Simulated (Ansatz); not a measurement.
Basis sets compared for `CN(C)c1ccc(-c2ccc(-c3ccc(-c4ccc(C#N)s4)s3)s2)s1`. Total charge 0; singlet. Geometry PBE-D4/def2-SVP. Ansatz on 2 threads of AMD EPYC 7R13 on a shared host and a share (18 GiB) of an NVIDIA H100 80GB HBM3; times are rough, and most runs start from earlier orbitals.

Cartesian coordinates in Å:
```
C -4.1044 0.9910 5.9761
N -2.6739 1.2214 5.9583
C -2.0698 2.0503 6.9827
C -1.9698 1.0222 4.7974
C -0.6535 1.3939 4.4980
C -0.2503 0.9752 3.2058
C -1.2328 0.3023 2.4833
C -1.1894 -0.2539 1.1599
C -2.1401 -1.0365 0.4933
C -1.7538 -1.4077 -0.8134
C -0.4961 -0.9242 -1.1847
C 0.2051 -1.1159 -2.4259
C -0.1416 -1.9408 -3.5037
C 0.7767 -1.8829 -4.5732
C 1.8516 -1.0188 -4.3463
C 2.9718 -0.7107 -5.1962
C 4.0456 0.1565 -4.9556
C 4.9714 0.2174 -6.0195
C 4.6220 -0.6035 -7.0940
C 5.3083 -0.7936 -8.3140
N 5.8765 -0.9559 -9.3326
S 3.1234 -1.4567 -6.7712
S 1.6950 -0.2614 -2.7716
S 0.2016 0.0150 0.1258
S -2.7128 0.1877 3.4390
H -4.3365 -0.0071 5.5455
H -4.4671 0.9971 7.0212
H -4.6782 1.7535 5.3960
H -2.6940 2.0164 7.8950
H -1.0608 1.6684 7.2450
H -1.9605 3.1154 6.6675
H -0.0064 1.9456 5.1898
H 0.7530 1.1607 2.7954
H -3.0907 -1.3325 0.9590
H -2.3768 -2.0144 -1.4845
H -1.0372 -2.5757 -3.4999
H 0.6724 -2.4646 -5.5003
H 4.1449 0.7293 -4.0231
H 5.8774 0.8374 -6.0243
```

Single mean-field runs in def2-SVP, def2-TZVP are fitted with def2-universal-jkfit.

Binding counts from free atoms (C triplet, N quartet, S triplet, H doublet) in the same basis, without a counterpoise term.

```
           level  functions  energy (Eh)  HOMO (eV)  LUMO (eV)  binding per atom (eV)  wall time
 PBE-D4/def2-SVP        436   -2431.9346      -4.31      -2.85                   5.26        8 s
PBE0-D4/def2-SVP        436   -2432.1004      -5.09      -2.39                   5.12      9.5 s
```

Problem. Estimate the rows for PBE-D4/def2-TZVP (with forces), PBE0-D4/def2-TZVP.

Solution. 
```
                         level  functions  energy (Eh)  HOMO (eV)  LUMO (eV)  binding per atom (eV)  wall time
PBE-D4/def2-TZVP (with forces)        883   -2433.3856      -4.39      -2.97                   5.20       15 s
             PBE0-D4/def2-TZVP        883   -2433.5403      -5.10      -2.45                   5.05       19 s
```
